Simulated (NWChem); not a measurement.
System: CAuIO; SMILES [O+]#[C-]->[Au][I]

All runs: NWChem. Medium grid unless said otherwise, to which SCAN and Minnesota functionals are sensitive. Coordinates come from a PBE0/def2-SVP optimisation. def2 effective core potentials on I, Au; no spin-orbit coupling. Hybrids' shares of exact exchange are those that their runs print; pure functionals count as 0. The functionals differ in more than this share.

```csv
row,share of exact exchange,orbital gap (eV)
PBE/def2-SVP,0.00,2.90
PW91/def2-SVP,0.00,2.89
B3LYP/def2-SVP,0.20,4.23
r2SCAN0/def2-SVP,0.25,4.90
M05-2X/def2-SVP,0.56,withheld
Hartree-Fock/def2-SVP,1.00,10.05
```

Fit a straight line of the last column on the one before it, predict the withheld value, and compare with the run.


1. Means of the 5 shown rows: x = 0.290, y = 4.994. Slope Σ(x − x̄)(y − ȳ)/Σ(x − x̄)² = 4.880/0.6820 = 7.155; intercept 2.919.
2. The shown rows scatter about the line by 0.103 (root mean square); the largest residual is +0.19, at r2SCAN0/def2-SVP.
3. At x = 0.56 (M05-2X/def2-SVP; inside the shown range) the line gives 6.93.
4. The run gives 6.77, -0.16 from the line, 1.6 times the scatter.
